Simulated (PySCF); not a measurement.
Gas-phase reaction: TiCl2(OH)2 = TiO2 + 2 Cl + 2 H

Energies from PySCF, thermal terms from the rigid-rotor harmonic-oscillator model, ideal gas at 1 bar. † marks an energy on the PBE0/def2-TZVP geometry and frequencies; other levels use their own. CCSD(T) freezes the core. Open shells (unrestricted): Cl (multiplicity 2, electronic degeneracy 6), H (multiplicity 2); the rest are closed-shell singlets. Spin-orbit splitting is ignored; it lowers the true energy and changes the entropy of Cl. B3LYP is the form with VWN-RPA correlation. TiCl2(OH)2: computed as isolated molecules; such fragments, hydroxides, amides, oligomers or adducts are transient or little studied in the gas. CCSD(T) isn't extrapolated to the basis-set limit. The harmonic model lacks anharmonicity and excited electronic states, which grow with temperature; levels with a mode under 35 cm⁻¹ are left out. Soft modes under 120 cm⁻¹ make the harmonic entropy rough for TiCl2(OH)2. Warning, large T1 diagnostic: TiCl2(OH)2, TiO2 (CCSD(T)/def2-SVP†).

```tsv
level	ΔE electronic, kJ	ΔH°(298 K), kJ	ΔS°(298 K), J/K	ΔG°(1600 K), kJ
B3LYP/def2-TZVP†	1439	1391	442	681
CCSD(T)/def2-SVP†	1378	1329	442	619
HF/def2-TZVP†	1327	1279	442	568
PBE/def2-SVP	1435	1389	441	680
PBE0/def2-QZVP†	1464	1416	442	705
ωB97X-V/def2-TZVP†	1468	1420	442	710
```
ΔH° is lowest at HF/def2-TZVP† and highest at ωB97X-V/def2-TZVP†. No reference value is set beside these.
